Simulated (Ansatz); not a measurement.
Harmonic frequencies (cm⁻¹) at PBE0-D4/def2-TZVP from Ansatz: 68, 121, 156, 163, 263, 338, 384, 400, 433, 565, 593, 650, 715, 720, 787, 798, 892, 1270, 1443, 1446, 1956, 1978, 2210, 2708, 3050, 3135, 3146.

Each molecule was computed in one conformer, which needn't be the lowest.

Task: Which molecule is it?
A. `S[SiH2][CH2][GaH2]`
B. `C[SiH2][S][GaH2]`
C. `[SiH3][CH](S)[GaH2]`
D. `C[SiH](S)[GaH2]`

Result: D.
